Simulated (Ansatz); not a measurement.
`C#C[SiH2]S[SiH3]`, charge 0, multiplicity 1.

Task: Give a relaxed structure at PBE0-D4/def2-TZVP (Ansatz 0.2.0). (An estimate is asked.)

Result: Ansatz gave: 
```xyz
11

C     0.6107   -0.5591    2.3746
C     0.9361   -0.5556    1.2131
Si    1.3741   -0.5225   -0.5548
S    -0.3550   -0.8047   -1.7676
Si   -1.5851    0.7048   -0.8750
H     0.3271   -0.5653    3.4024
H     2.0153    0.7822   -0.8431
H     2.2961   -1.6374   -0.8695
H    -2.2581    0.2011    0.3460
H    -2.6010    1.0649   -1.8938
H    -0.7603    1.8916   -0.5322
```
This is one stationary point; other conformers may exist.
